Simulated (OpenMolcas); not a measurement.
An atom or ion with 12 electrons was computed by XMS-CASPT2, IPEA 0.25 Eh, imaginary shift 0.1 Eh with spin-orbit coupling (OpenMolcas, ANO-RCC-VTZP, DKH2). The lowest levels that the run gave, each within 12 % of the measured value where one is at hand:

| J | Parity | E (cm⁻¹) | g |
| --- | --- | --- | --- |
| 0 | even | 0.0 |  |
| 0 | odd | 112980 |  |
| 1 | odd | 113740 | 1.501 |
| 2 | odd | 115320 | 1.501 |
| 1 | odd | 174330 | 1.000 |

Which ion is it, and what are the configurations and terms?

Ar⁶⁺ (Z = 18, charge +6; active space 2 electrons in 4 orbitals (3s 3p)). J, parity and g give the terms where levels are pure, and mixed ones are named by the computed weights; the size of the splittings, set against known spectra of the 12-electron sequence, gives the charge. In order, with the measured energies in cm⁻¹ (Saloman, J. Phys. Chem. Ref. Data 39, 033101 (2010)): 3s² ¹S₀, 3s 3p ³P°₀ (113101), 3s 3p ³P°₁ (113906), 3s 3p ³P°₂ (115590), 3s 3p ¹P°₁ (170722).

CASPT2 does not keep the components of a term degenerate, so their means are used; among the terms shown or strongly mixed into the levels shown the widest spread is 11 cm-1 (3s 3p ¹P°). Over all roots computed the reference weight is 0.85 to 1.00; the roots of lowest weight are the least certain, and an intruder state may touch them. Measured partners are found by configuration, term and J. A level has none where our copy of the source lacks it or the pairing is in doubt (some pairs that miss far off the trend of their configuration count as doubtful), and it then counts in no deviation. Only configurations of the active space appear.

° marks odd parity.
